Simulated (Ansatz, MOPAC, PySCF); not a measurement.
Noncovalent pair: CH3F (SMILES CF) (first 5 atoms) with GeH4 (SMILES [GeH4]); geometry from B3LYP-D3(BJ)/def2-TZVP, rigid monomers moved along the line of their centres of mass till F2···Ge6 is 4.53 Å.
(charge 0, multiplicity 1):
```xyz
10

C     -0.4328    -0.0378    -0.1556
F      0.7652    -0.1711     0.5400
H     -1.0189     0.7562     0.3078
H     -0.2067     0.2142    -1.1919
H     -0.9733    -0.9831    -0.1045
Ge    -0.1599    -0.2282     4.9778
H     -0.4605     1.1440     4.3576
H      1.3434    -0.5198     4.9135
H     -0.9418    -1.3134     4.2230
H     -0.6169    -0.2200     6.4474
```

Interaction energies are E(AB) − E(A) − E(B) at the monomers' geometry in the complex; basis-set methods are counterpoise corrected. Rows marked so take none.

Rows in 6-31G* carry no dispersion term and start afresh at each structure (6-31G* with six Cartesian d functions); the Pople sets are all-electron and without relativity. The state that PM6 reach isn't checked.

Codes used: Ansatz (Gaussian basis) for Hartree–Fock, density functionals and correlated methods; MOPAC for PM6 (differences of heats of formation); PySCF for 6-31G* rows. Values without a source in brackets are computed.

Problem. Predict the interaction energy from PM6.

Solution. -3 meV

Problem. Predict the interaction energy from BP86/6-31G* (no counterpoise).

Solution. -26 meV

Problem. What interaction energy does wB97M-V/def2-TZVPPD give?

Solution. -18 meV

Ansatz is a first-principles code.
